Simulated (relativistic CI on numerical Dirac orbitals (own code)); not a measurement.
Electric-dipole lines of P X

Computed by Dirac-Coulomb-Breit CI, separate exchange-only KLI orbitals for each configuration, a model potential for QED, valence Slater integrals scaled by 0.9, P86 correlation estimate, and configurations built on the next ion tied to the tabulated ionisation energy (semi-empirical) (own radial code, finite nucleus).

Configuration list (outside the closed core 1s2): 2s2.2p2, 2s2.2p.3s, 2s2.2p.3p, 2s2.2p.3d, 2s2.2p.4s, 2s.2p3, 2p4, 2p3.3s, 2p3.3p, 2p3.3d, 2s.2p2.3s, 2s.2p2.3p, 2s.2p2.3d, 2s2.2p.4p, 2s2.2p.4d, 2s2.2p.4f, 2s2.3s2, 2s.2p2.4s, 2s2.3s.3p, 2s.2p2.4p, 2s.2p2.4d, 2s2.3p2, 2s.2p2.4f, 2s2.3s.3d. Levels of other configurations are missing.

```csv
λ vac (Å),Lower,Upper,A (s⁻¹),gf,Branching (%)
36.752,2s2.2p2 3P_0 [1],2s2.2p.4d 3D°_1 [207],4.29e+11,2.60e-01,68.8
36.756,2s2.2p2 3P_1 [2],2s2.2p.4d 3D°_2 [209],2.83e+11,2.87e-01,67.9
36.763,2s2.2p2 3P_2 [3],2s2.2p.4d 3P°_2 [211],3.81e+11,3.86e-01,73.9
36.788,2s2.2p2 3P_2 [3],2s2.2p.4d 3D°_3 [210],5.36e+11,7.61e-01,88.0
36.854,2s2.2p2 3P_1 [2],2s2.2p.4d 1D°_2 [206],1.97e+11,2.01e-01,55.1
37.284,2s2.2p2 1D_2 [4],2s2.2p.4d 1F°_3 [217],8.41e+11,1.23e+00,91.9
38.073,2s2.2p2 1S_0 [5],2s2.2p.4d 1P°_1 [216],4.62e+11,3.01e-01,78.8
46.421,2s2.2p2 3P_1 [2],2s2.2p.3d 3P°_0 [47],8.94e+11,2.89e-01,99.9
46.438,2s2.2p2 3P_1 [2],2s2.2p.3d 3P°_1 [46],5.05e+11,4.90e-01,52.2
46.553,2s2.2p2 3P_2 [3],2s2.2p.3d 3P°_1 [46],4.11e+11,4.01e-01,42.5
46.575,2s2.2p2 3P_0 [1],2s2.2p.3d 3D°_1 [41],1.13e+12,1.10e+00,74.4
46.580,2s2.2p2 3P_2 [3],2s2.2p.3d 3P°_2 [45],1.02e+12,1.66e+00,95.2
46.629,2s2.2p2 3P_1 [2],2s2.2p.3d 3D°_2 [42],1.32e+12,2.16e+00,97.3
46.655,2s2.2p2 3P_1 [2],2s2.2p.3d 3D°_1 [41],3.82e+11,3.74e-01,25.1
46.666,2s2.2p2 3P_2 [3],2s2.2p.3d 3D°_3 [44],1.55e+12,3.55e+00,100.0
47.055,2s2.2p2 1D_2 [4],2s2.2p.3d 1F°_3 [49],2.00e+12,4.65e+00,99.9
48.171,2s2.2p2 1D_2 [4],2s2.2p.3d 1D°_2 [37],4.18e+11,7.27e-01,85.6
48.333,2s2.2p2 1D_2 [4],2s2.2p.3d 3F°_2 [35],1.26e+11,2.20e-01,89.4
48.338,2s2.2p2 1S_0 [5],2s2.2p.3d 1P°_1 [48],1.20e+12,1.26e+00,94.7
51.615,2s2.2p2 3P_2 [3],2s2.2p.3s 3P°_2 [23],1.33e+11,2.65e-01,74.2
52.560,2s2.2p2 1D_2 [4],2s2.2p.3s 1P°_1 [24],2.26e+11,2.81e-01,77.1
146.30,2s2.2p.3p 3D_2 [27],2s2.2p.4d 3F°_3 [205],5.43e+10,1.22e+00,38.2
146.31,2s2.2p.3p 3D_3 [28],2s2.2p.4d 3F°_4 [208],6.91e+10,2.00e+00,98.5
148.97,2s2.2p.3p 3P_2 [32],2s2.2p.4d 3D°_3 [210],4.59e+10,1.07e+00,7.5
151.38,2s2.2p.3p 1D_2 [33],2s2.2p.4d 1F°_3 [217],6.83e+10,1.64e+00,7.5
162.15,2s2.2p.3d 3F°_3 [36],2s2.2p.4f 3F_4 [221],3.39e+10,1.20e+00,19.4
162.71,2s2.2p.3d 1D°_2 [37],2s2.2p.4f 3F_3 [222],6.45e+10,1.79e+00,34.8
163.52,2s2.2p.3d 3F°_4 [38],2s2.2p.4f 3F_4 [221],3.20e+10,1.15e+00,18.3
163.54,2s2.2p.3d 3F°_4 [38],2s2.2p.4f 3G_5 [220],1.66e+11,7.34e+00,99.6
163.55,2s2.2p.3d 3F°_2 [35],2s2.2p.4f 3G_3 [214],1.45e+11,4.06e+00,84.4
164.71,2s2.2p.3d 3F°_3 [36],2s2.2p.4f 3G_4 [215],1.06e+11,3.86e+00,63.2
164.90,2s2.2p.3d 1D°_2 [37],2s2.2p.4f 3D_3 [219],6.04e+10,1.72e+00,32.5
166.83,2s2.2p.3d 3D°_2 [42],2s2.2p.4f 3F_3 [222],5.04e+10,1.47e+00,27.2
167.92,2s2.2p.3d 3D°_3 [44],2s2.2p.4f 3F_4 [221],1.04e+11,3.97e+00,59.7
168.50,2s2.2p.3d 3P°_2 [45],2s2.2p.4f 3D_3 [227],1.01e+11,3.00e+00,51.1
168.80,2s2.2p.3d 3D°_1 [41],2s2.2p.4f 3F_2 [218],1.28e+11,2.74e+00,67.9
168.86,2s2.2p.3d 3P°_1 [46],2s2.2p.4f 3D_2 [228],7.06e+10,1.51e+00,35.3
169.14,2s2.2p.3d 3D°_2 [42],2s2.2p.4f 3D_3 [219],8.60e+10,2.58e+00,46.3
170.67,2s2.2p.3d 3D°_3 [44],2s2.2p.4f 3G_4 [215],2.74e+10,1.08e+00,16.4
175.39,2s2.2p.3d 1P°_1 [48],2s2.2p.4f 1D_2 [233],9.31e+10,2.15e+00,44.0
176.82,2s2.2p.3d 1F°_3 [49],2s2.2p.4f 1G_4 [224],1.22e+11,5.13e+00,74.7
180.03,2s2.2p.3d 1F°_3 [49],2s2.2p.4f 3G_4 [215],3.27e+10,1.43e+00,19.6
841.01,2s2.2p.3s 1P°_1 [24],2s2.2p.3p 1D_2 [33],1.36e+09,7.21e-01,16.1
1028.2,2s2.2p.3p 3D_3 [28],2s2.2p.3d 3F°_4 [38],6.29e+08,8.97e-01,99.8
1084.7,2s2.2p.3s 3P°_2 [23],2s2.2p.3p 3D_3 [28],5.65e+08,6.97e-01,11.4
```

Terms are leading LS components. Brackets give the number of a level in order of energy, since labels repeat. The list gives strong lines, with weight on those to low levels, without configurations that were not tied to measured data, without lines whose two gauges differ by over a factor of 2.5, among the lowest 300 of 462 levels, so that lines to higher ones, which can be the strongest, are missing. Levels whose partners in the same complex of configurations lie outside the list can be far off, and so can their lines. Rates are taken at the computed energies, electric ones in the length gauge.

Configurations that consist of the next ion and one excited electron were tied to the tabulated ionisation energy; Rydberg ones are usually within 1,000 to 3,000 cm⁻¹ and the lowest ones within about 6,000 (9,000 in d shells), while levels on excited terms of the next ion carry the error of that term, and the other configurations can be misplaced by 10,000 cm⁻¹ or more. Rates follow the energies as ν³ (E1, M1) or ν⁵ (E2), so rates, branching and lifetimes can be off by large factors.

**Question.** From the table, what is the radiative lifetime of 2s2.2p.4f 3F_4?

**Answer.** The listed rates from this level add up to about 1.70e+11 s⁻¹, 97 % of its decay; with all channels τ = 5.72e-12 s.
